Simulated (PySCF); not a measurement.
## Substituent effects on chemical shifts

Parent skeleton `[CH3:1][NH:2][CH:3]=[O:4]`; one hydrogen on atom 1 is replaced by X. Hydrogens on one atom are averaged.

Computed data (PySCF): structure optimised with GFN2-xTB, PBE0/pcSseg-1 with gauge-including orbitals. No solvent, averaged over atoms made equivalent by symmetry, fast rotation or ring inversion, single conformer, no relativistic terms.

Chemical shifts δ = σref − σ; ¹³C (σ = 186.93 ppm), ¹H (σ = 31.72 ppm) against TMS; ¹⁵N (σ = 267.73 ppm) against NH3; ¹⁷O (σ = 336.08 ppm) against H2O, all at this level.

Parent (X = H): C1 24.2, N2 124.6, C3 160.1, O4 410.3, H(C1) 3.12, H(C3) 8.13 ppm. Effects are Δδ = δ(X) − δ(H), positive for deshielding.

Task: Give Δδ (ppm) for X = CH3, allyl, ethynyl.

Result: 
```
      X     SMILES     C1     N2    C3    O4  H(C1)  H(C3)
    CH3     CCNC=O   +9.4  +20.7  -0.5  -0.6  +0.50  +0.04
  allyl  C=CCCNC=O  +17.3  +12.3  -0.1  +3.6  +0.48  +0.09
ethynyl   C#CCNC=O   +3.5  +13.3  -0.4  +3.2  +1.32  +0.10
```

Task: Which position responds most, and to which substituents?

Result: C1: from +3.5 ppm with ethynyl to +17.3 ppm with allyl.

Unscaled 17O shifts of doubly bonded oxygen tend to come out too high, by tens of ppm or more. Experimental scales use liquid or dissolved standards, which lie at an offset from isolated NH3 (liquid NH3: subtract about 20 ppm) and H2O (liquid H2O: subtract about 36 ppm).
